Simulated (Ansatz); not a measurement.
Reaction (ligand exchange at a Ga–C bond): `[CH3][GaH][C](=N)F` + `N=C=O` → `[CH3][GaH][N]=C=O` + `N=CF`

Program: Ansatz. Geometries: PBE0-D4/def2-TZVP. ΔE: electronic, gas phase. CCSD(T)/CBS is the MP2 limit (def2-TZVPP, def2-QZVPP) plus CCSD(T) − MP2 in def2-TZVPP, frozen cores. This one scheme is used for every species. Functionals use def2-TZVPP. B3LYP here is the variant with VWN-RPA as its local correlation; programs differ in this. For Ga outer-core shells are correlated without core-valence functions, which leaves a few kJ/mol of doubt a bond. Scalar relativity is left out up to krypton. Each species was taken in one conformer, which may not be the lowest.

Task: Is it downhill or uphill in electronic energy at CCSD(T)/CBS, and by how much? (Best estimate.)

Result: Ansatz gave: Downhill: ΔE = -23.3 kcal/mol.

Task: What do these levels give: B3LYP-D4, BLYP, r2SCANh, CCSD/def2-SVP, CCSD(T)/def2-SVP, MP2/def2-QZVPP? (An estimate is asked.)

Result: Ansatz gave: B3LYP-D4 -22.6, BLYP -21.0, r2SCANh -23.2, CCSD/def2-SVP -26.3, CCSD(T)/def2-SVP -25.4, MP2/def2-QZVPP -24.5 kcal/mol.

Largest T1 diagnostic among the species: 0.018.

From BLYP to BHLYP (50 % exact exchange), in def2-TZVPP and without D4, ΔE moves by −4.9 kcal/mol. Leaving LDA and LC-ωPBE aside and taking each functional with its dispersion term where it has one, the values, not all of them listed here, spread over 5.8 kcal/mol, from BHLYP-D4 to revPBE-D4. At CCSD(T), def2-SVP lies −2.1 kcal/mol from the extrapolated value and def2-TZVPP −0.2 kcal/mol.
